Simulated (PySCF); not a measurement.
Ga(Me)2(SH) (C2H7GaS), SMILES [CH3][Ga]([CH3])[SH]. Atoms are numbered in the order given.

```xyz
11

Ga    -0.2416     0.1951    -0.0699
C     -2.0317    -0.6164    -0.2756
H     -2.0237    -1.6881    -0.0296
H     -2.3771    -0.4987    -1.3161
H     -2.7624    -0.1076     0.3737
C      0.2034     2.1165    -0.2274
H      1.2809     2.2776    -0.3792
H     -0.0943     2.6357     0.6992
H     -0.3487     2.5802    -1.0601
S      1.3999    -1.2455     0.4039
H      2.3855    -0.3187     0.4356
```

The structure is a stationary point at B3LYP-D3(BJ)/def2-SVP. The structure was generated by enumeration; whether it is a known compound was not checked. The values are those of a single conformer.

Two levels are set side by side: PBE/pcSseg-1 (PySCF) and B3LYP/pcSseg-1 (PySCF). GIAO shifts against H2S (³³S), TMS (¹H), TMS (¹³C) at the same level; non-relativistic, no solvent, atoms listed together averaged. Differences are taken from unrounded values.

```tsv
quantity	B3LYP	PBE	PBE minus B3LYP
δ(³³S) of S10 (ppm)	126.9	145.5	18.6
δ(¹H) of H11 (ppm)	1.72	2.00	0.28
```

Rough cost on one machine, each run with all the roots and properties that it gave: B3LYP against PBE within a factor of 2.
